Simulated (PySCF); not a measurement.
Where the electron goes

Species: C3H7NSi2.
Structure used (GFN2-xTB), in Å, numbered top down from 1:
```
atom  x, y, z in Å
N1     1.8219   -0.2249   -1.9927
C2     2.4226   -0.4694   -0.9148
Si3    1.7257   -0.4855    0.8649
C4    -0.0629   -0.0551    0.6919
C5    -1.2240    0.2342    0.4995
Si6   -3.0004    0.6736    0.2218
H7     0.8296   -0.0059   -1.8884
H8     3.4809   -0.7035   -1.0379
H9     1.8781   -1.8339    1.4185
H10    2.4233    0.5313    1.6568
H11   -3.8199   -0.4320    0.7231
H12   -3.2793    1.9095    0.9569
H13   -3.2002    0.8622   -1.2172
```

The calculation used TDDFT B3LYP/def2-SVPD, vertical, gas phase, core orbitals frozen in the response (PySCF).

Frontier orbitals with the atoms that hold most of them (Löwdin shares over 4%, at most four atoms; ? is withheld):

| orbital | ε (eV) | atoms |
| --- | --- | --- |
| HOMO-3 | -9.22 | N1 43%, C2 31%, Si3 9%, H9 4% |
| HOMO-2 | -8.24 | C4 40%, C5 38%, Si6 7% |
| HOMO-1 | -8.14 | ? |
| HOMO | -6.93 | N1 52%, C2 19%, Si3 10%, H7 7% |
| LUMO | ? | ? |
| LUMO+1 | -0.97 | C5 27%, C4 26%, Si3 14%, Si6 12% |
| LUMO+2 | -0.76 | C5 24%, C4 23%, Si6 13%, Si3 10% |

Give the leading atoms of the HOMO-1.

C4 (bonded to C and Si) 38%; C5 (bonded to C and Si) 38%; Si6 (bonded to C and 3 H) 6%; Si3 (bonded to 2 C and 2 H) 6%. By element: carbon 76% or more, silicon 13%.

Give the leading atoms of the LUMO.

N1 (bonded to C and H) 32%; C2 (bonded to N, Si and H) 28%; Si3 (bonded to 2 C and 2 H) 13%; C4 (bonded to C and Si) 5%. By element: carbon 33% or more, nitrogen 32%, silicon 13% or more.

What is the LUMO energy, and the HOMO–LUMO gap?

ε(LUMO) = -1.21 eV; the gap is 5.73 eV (0.2105 hartree).

The HOMO–LUMO gap is 5.73 eV. Where does the response calculation put the lowest singlet, and from which orbitals?

S1 is at 4.27 eV (f = 0.0000), 1.46 eV below the gap, made of HOMO→LUMO (91%), HOMO→LUMO+2 (8%). 

Give energy, strength and leading configuration of S1, S2 and S4, and follow the Löwdin shares of the leading atoms from the occupied to the empty orbital.

- S1 (4.27 eV, f 0.0000), HOMO→LUMO (91%): N1 52% → 32%, C2 19% → 28%
- S2 (5.21 eV, f 0.046), HOMO→LUMO+1 (98%): N1 52% → at most 13%, C2 19% → at most 13%, C5 at most 8% → 27%, C4 at most 8% → 26%
- S4 (5.66 eV, f 0.0001), HOMO-1→LUMO+1 (81%): C4 38% → 26%, C5 38% → 27%

One conformer stands for the species.
